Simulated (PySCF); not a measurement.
F$_{2}$OSi (calculated)

Calculation on a computer-drawn molecule: vertical ionisation energy to the stated ion spin, frozen-core CCSD(T) at the basis limit and cheaper methods, single-reference cases, UHF for radicals, no spin-orbit; all values are single points at the evaluated structure, the first of each entry, which is the reference or a displaced copy of it and isn't optimised; the reference structure only sets the zero of the energies above reference; triples share is (T) over the correlation energy. Program: PySCF 2.14.0.

Common to all runs: charge 0; multiplicity 1; ion multiplicity 2; diffuse functions no; basis cc-pV(n+d)Z; reference is the Hartree-Fock double-zeta minimum; best is HF at quadruple zeta + MP2 correlation extrapolated from triple and quadruple zeta + CCSD(T) minus MP2 at triple zeta; basis step is the size of the change from the same recipe one zeta lower.

(1) F$_{2}$OSi

Evaluated structure:
```xyz
4
F2OSi
O     -2.0089    -4.3450    -0.1605
Si    -2.2736    -2.8280     0.0904
F     -2.7266    -1.8777     1.3766
F     -2.2712    -1.6026    -1.0243
```

Reference structure:
```xyz
4
F2OSi
O     -1.9902    -4.3461    -0.0287
Si    -2.2340    -2.8965     0.1329
F     -2.6118    -2.1229     1.4473
F     -2.1743    -1.7797    -0.9705
```

The calculation gives: ionisation energy best 12.55 eV; ionisation energy basis step 0.09818 eV; energy above reference best 10.51 kcal/mol; energy above reference basis step 1.531 kcal/mol; ionisation energy Koopmans at triple zeta 13.62 eV; ionisation energy EOM CCSD at triple zeta 12.37 eV; total energy HF triple zeta -562.8956 hartree; total energy CCSD(T) triple zeta -563.7796 hartree; total energy best -563.9381 hartree; T1 diagnostic at triple zeta 0.01791; D1 diagnostic at triple zeta 0.05763; ion T1 diagnostic at triple zeta 0.01815; ion D1 diagnostic at triple zeta 0.0575; ion spin squared at triple zeta 0.7571; triples share at triple zeta 0.03628; basis functions triple zeta 129; dipole magnitude HF at triple zeta 1.866 debye; dipole magnitude CCSD unrelaxed at triple zeta 1.472 debye; dipole magnitude PBE at triple zeta 1.422 debye; dipole magnitude r2SCAN at triple zeta 1.507 debye; dipole magnitude B3LYP at triple zeta 1.511 debye; dipole magnitude wB97X at triple zeta 1.634 debye.

Drawn bonds:
```
atom  other atom  order
   1           2      2
   2           3      1
   2           4      1
```

Triple zeta:
```
 method  ionisation energy (eV)  energy above reference (kcal/mol)
     HF                    10.5                              19.84
    PBE                   12.23                              5.676
 r2SCAN                   12.19                              9.937
  B3LYP                    12.3                              9.787
  wB97X                   12.22                              11.42
    MP2                    12.6                               8.87
   CCSD                   12.14                              12.01
CCSD(T)                   12.27                              10.11
```

(2) F$_{2}$OSi

Evaluated structure:
```xyz
4
F2OSi
O     -2.0089    -4.3450    -0.1605
Si    -2.2818    -2.7813     0.0981
F     -2.7348    -1.8310     1.3843
F     -2.2794    -1.5559    -1.0166
```

Reference structure:
```xyz
4
F2OSi
O     -1.9902    -4.3461    -0.0287
Si    -2.2340    -2.8965     0.1329
F     -2.6118    -2.1229     1.4473
F     -2.1743    -1.7797    -0.9705
```

Results for F$_{2}$OSi: ionisation energy best 12.31 eV; ionisation energy basis step 0.09431 eV; energy above reference best 14.68 kcal/mol; energy above reference basis step 1.835 kcal/mol; ionisation energy Koopmans at triple zeta 13.39 eV; ionisation energy EOM CCSD at triple zeta 12.13 eV; total energy HF triple zeta -562.8848 hartree; total energy CCSD(T) triple zeta -563.7730 hartree; total energy best -563.9315 hartree; T1 diagnostic at triple zeta 0.01892; D1 diagnostic at triple zeta 0.06303; ion T1 diagnostic at triple zeta 0.01821; ion D1 diagnostic at triple zeta 0.0559; ion spin squared at triple zeta 0.7579; triples share at triple zeta 0.03713; basis functions triple zeta 129; dipole magnitude HF at triple zeta 2.014 debye; dipole magnitude CCSD unrelaxed at triple zeta 1.559 debye; dipole magnitude PBE at triple zeta 1.521 debye; dipole magnitude r2SCAN at triple zeta 1.613 debye; dipole magnitude B3LYP at triple zeta 1.617 debye; dipole magnitude wB97X at triple zeta 1.754 debye.

Drawn bonds:
```
atom  other atom  order
   1           2      2
   2           3      1
   2           4      1
```

Triple zeta:
```
 method  ionisation energy (eV)  energy above reference (kcal/mol)
     HF                   10.21                              26.61
    PBE                   12.03                              9.107
 r2SCAN                   11.95                              14.27
  B3LYP                   12.06                              14.17
  wB97X                   11.96                              16.36
    MP2                   12.38                              12.77
   CCSD                   11.88                              16.74
CCSD(T)                   12.03                              14.27
```

(3) F$_{2}$OSi

Evaluated structure:
```xyz
4
F2OSi
O     -2.0572    -4.4438     0.0212
Si    -2.2097    -2.8791     0.1761
F     -2.5676    -2.1469     1.3483
F     -2.1859    -1.7405    -1.0393
```

Reference structure:
```xyz
4
F2OSi
O     -1.9902    -4.3461    -0.0287
Si    -2.2340    -2.8965     0.1329
F     -2.6118    -2.1229     1.4473
F     -2.1743    -1.7797    -0.9705
```

Results for F$_{2}$OSi: ionisation energy best 11.88 eV; ionisation energy basis step 0.09153 eV; energy above reference best 17.43 kcal/mol; energy above reference basis step 0.09448 kcal/mol; ionisation energy Koopmans at triple zeta 12.87 eV; ionisation energy EOM CCSD at triple zeta 11.65 eV; total energy HF triple zeta -562.8933 hartree; total energy CCSD(T) triple zeta -563.7677 hartree; total energy best -563.9271 hartree; T1 diagnostic at triple zeta 0.01698; D1 diagnostic at triple zeta 0.05556; ion T1 diagnostic at triple zeta 0.01583; ion D1 diagnostic at triple zeta 0.04796; ion spin squared at triple zeta 0.7572; triples share at triple zeta 0.03476; basis functions triple zeta 129; dipole magnitude HF at triple zeta 3.244 debye; dipole magnitude CCSD unrelaxed at triple zeta 2.745 debye; dipole magnitude PBE at triple zeta 2.587 debye; dipole magnitude r2SCAN at triple zeta 2.726 debye; dipole magnitude B3LYP at triple zeta 2.741 debye; dipole magnitude wB97X at triple zeta 2.887 debye.

Drawn bonds:
```
atom  other atom  order
   1           2      2
   2           3      1
   2           4      1
```

Triple zeta:
```
 method  ionisation energy (eV)  energy above reference (kcal/mol)
     HF                   9.769                              21.28
    PBE                   11.66                              16.74
 r2SCAN                   11.55                              17.78
  B3LYP                   11.65                              18.05
  wB97X                   11.54                              18.88
    MP2                   11.91                              17.12
   CCSD                   11.45                              18.44
CCSD(T)                    11.6                              17.59
```
